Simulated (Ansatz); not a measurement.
`C[Si](S)(Cl)Cl` and `S[Si](Cl)(Cl)Cl` differ in one atom or group.

Ansatz, PBE0-D4/def2-TZVP geometries, multiplicity 1. Each molecule was computed in one conformer, which needn't be the lowest.

| property | `C[Si](S)(Cl)Cl` |
| --- | --- |
| HOMO energy (ωB97M-V/def2-TZVPP) / eV | -10.08 |
| HOMO–LUMO gap (PBE0/def2-TZVPP) / eV | 7.96 |
| HOMO–LUMO gap (PBE/def2-TZVPP) / eV | 5.73 |
| LUMO energy (PBE/def2-TZVPP) / eV | -0.88 |
| HOMO energy (PBE0/def2-TZVPP) / eV | -7.88 |
| HOMO energy (PBE/def2-TZVPP) / eV | -6.61 |

Task: Give the same properties after the change, and the shifts. (Best estimate.)

Result: Computed: 
```
                             property  `S[Si](Cl)(Cl)Cl`  shift
HOMO energy (ωB97M-V/def2-TZVPP) / eV             -10.39  -0.31
 HOMO–LUMO gap (PBE0/def2-TZVPP) / eV               7.62  -0.34
  HOMO–LUMO gap (PBE/def2-TZVPP) / eV               5.36  -0.37
    LUMO energy (PBE/def2-TZVPP) / eV              -1.56  -0.68
   HOMO energy (PBE0/def2-TZVPP) / eV              -8.20  -0.32
    HOMO energy (PBE/def2-TZVPP) / eV              -6.92  -0.31
```

With PBE0 the HOMO falls by 0.32 eV and the LUMO falls by 0.66 eV, so the gap narrows by about 0.34 eV. PBE moves the HOMO by -0.31 eV and ωB97M-V by -0.31 eV. The zero-point energy changes by -92.2 kJ/mol with -9 modes.
